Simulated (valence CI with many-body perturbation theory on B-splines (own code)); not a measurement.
Energy levels of Ga25+

Method: valence CI with perturbative core correlation (CI+MBPT): four valence electrons over a frozen Dirac-Fock core [He], radial functions for each j: 11 s, 11 p, 10 d, 8 f, 5 g, 2 h, with the one-electron correlation potential Σ1, the two-electron term Σ2, the three-electron term Σ3, Breit, model QED; selected CI, second order for the rest, scaled by the run's own slope (own B-spline code, finite nucleus).

No measured spectrum was set against this ion. As an estimate, levels of excited configurations hold to 0.05 to 0.15 % of their energy, terms of the ground configuration to about 0.5 %. Among the levels kept, up to 1000 cm⁻¹ of a level comes from second order outside the variational space, and about a tenth of that is noise between levels of different J, which matters for small intervals.

Levels 91 to 135 of 203, with energies above the lowest level, 2s2 2p2 3P_0. "Leading %" is the weight of the configuration and term that name the level; weights of strongly mixed levels are sums over their largest components and can fall short, so below about 35 % the name and the second component can differ from the true leading terms, or belong to a minority configuration. Lifetimes count E1, E2, E3, M1 and M2 decay at the calculated energies, and are blank where another channel may lead or the interval is too uncertain; long ones can be off by a factor of two.

```tsv
No.	Configuration	Term	J	E (× 10³ cm⁻¹)	Leading %	Second component	Lifetime	g
91	2s 2p2 3d	3P	1	12905	57	22 % 2s 2p2 3d 3D	42.4 fs	1.256
92	2s 2p2 3p	3P°	0	12911	61	35 % 2s 2p2 3p 1S°	184 fs	
93	2s 2p2 3d	3F	3	12917	40	36 % 2s 2p2 3d 5D	35.7 fs	1.311
94	2s 2p2 3d	5P	2	12918	63	22 % 2s 2p2 3d 5D	20.9 fs	1.681
95	2s 2p2 3p	1D°	2	12920	32	26 % 2s 2p2 3p 3F°	138 fs	1.040
96	2s 2p2 3d	5P	1	12927	79	8 % 2s 2p2 3d 5D	17.6 fs	2.304
97	2s 2p2 3p	3D°	2	12954	61	20 % 2s 2p2 3p 3P°	239 fs	1.279
98	2s 2p2 3p	3P°	1	12960	36	29 % 2s 2p2 3p 3D°	211 fs	1.061
99	2s 2p2 3s	3S	1	12964	60	31 % 2s 2p2 3s 3P	134 fs	1.787
100	2s 2p2 3p	3P°	1	12970	39	35 % 2s 2p2 3p 3D°	326 fs	1.134
101	2s 2p2 3p	1F°	3	12970	71	20 % 2s 2p2 3p 3D°	64.7 fs	1.077
102	2s 2p2 3p	3P°	0	12975	97		1.60 ps	
103	2s 2p2 3d	3P	0	12980	86	6 % 2s 2p2 3d 5D	39.4 fs	
104	2s 2p2 3p	3F°	4	12981	85	14 % 2s 2p2 3p 5D°	46.1 ps	1.281
105	2s 2p2 3s	3P	2	12984	81	6 % 2s 2p2 3s 1D	149 fs	1.434
106	2s 2p2 3p	3D°	3	12990	87	9 % 2s 2p2 3p 5P°	1.48 ps	1.355
107	2s 2p2 3s	1P	1	12999	68	15 % 2s 2p2 3s 3P	91.8 fs	1.060
108	2s 2p2 3d	3F	4	13000	69	12 % 2s 2p2 3d 5D	35.5 fs	1.239
109	2s 2p2 3d	3D	2	13008	55	11 % 2s 2p2 3d 3P	41.9 fs	1.144
110	2s 2p2 3d	3D	1	13015	65	20 % 2s 2p2 3d 3P	35.9 fs	0.768
111	2s 2p2 3d	3D	3	13015	77	11 % 2s 2p2 3d 1F	29.3 fs	1.270
112	2s 2p2 3p	1P°	1	13018	38	30 % 2s 2p2 3p 3P°	109 fs	1.126
113	2s 2p2 3p	3D°	2	13024	43	28 % 2s 2p2 3p 3P°	372 fs	1.289
114	2s 2p2 3s	1S	0	13025	73	23 % 2s 2p2 3s 3P	257 fs	
115	2s 2p2 3p	3P°	1	13052	57	20 % 2s 2p2 3p 1P°	130 fs	1.413
116	2s 2p2 3p	3P°	2	13069	61	20 % 2s 2p2 3p 1D°	114 fs	1.358
117	2s 2p2 3d	3G	3	13133	76	16 % 2s 2p2 3d 1F	1.01 ps	0.817
118	2s 2p2 3d	3F	2	13166	75	13 % 2s 2p2 3d 1D	28.8 fs	0.763
119	2s 2p2 3d	3G	4	13167	71	19 % 2s 2p2 3d 3F	208 fs	1.087
120	2s 2p2 3d	3F	3	13184	46	27 % 2s 2p2 3d 1F	31.2 fs	1.083
121	2s 2p2 3d	3D	1	13192	82	8 % 2s 2p2 3d 1P	21.1 fs	0.613
122	2s 2p2 3d	3D	2	13210	67	16 % 2s 2p2 3d 3P	22.1 fs	1.212
123	2s 2p2 3p	3P°	0	13217	52	45 % 2s 2p2 3p 1S°	2.69 ps	
124	2s 2p2 3d	1P	1	13227	35	24 % 2s 2p2 3d 3P	46.4 fs	1.260
125	2s 2p2 3d	3G	5	13232	87	13 % 2s 2p2 3d 5F	133 ps	1.223
126	2s 2p2 3d	3F	4	13232	69	18 % 2s 2p2 3d 1G	38.8 fs	1.222
127	2s 2p2 3d	3P	0	13233	91	6 % 2s 2p2 3d 1S	24.1 fs	
128	2s 2p2 3p	3P°	1	13239	30	24 % 2s 2p2 3p 3D°	139 fs	1.147
129	2s 2p2 3p	3S°	1	13246	38	27 % 2s 2p2 3p 3P°	104 fs	1.564
130	2s 2p2 3d	3D	3	13250	60	20 % 2s 2p2 3d 3F	21.2 fs	1.279
131	2s 2p2 3p	3D°	2	13255	43	29 % 2s 2p2 3p 3P°	298 fs	1.230
132	2s 2p2 3d	3P	1	13256	42	40 % 2s 2p2 3d 3D	42.2 fs	1.045
133	2s 2p2 3d	3F	2	13259	43	12 % 2s 2p2 3d 3P	20.9 fs	0.968
134	2s 2p2 3p	3D°	3	13266	84	6 % 2s 2p2 3p 3F°	193 fs	1.302
135	2s 2p2 3p	3P°	2	13267	59	19 % 2p3 3s 5S°	483 fs	1.556
```

Names give the largest LS component (configuration and term), which can be under half, so a name can repeat, a term be missing and a line seem to break the LS rules; names also repeat where a configuration has a term twice.

Where two levels of one J and parity lie close, their mixing, g and order are uncertain.
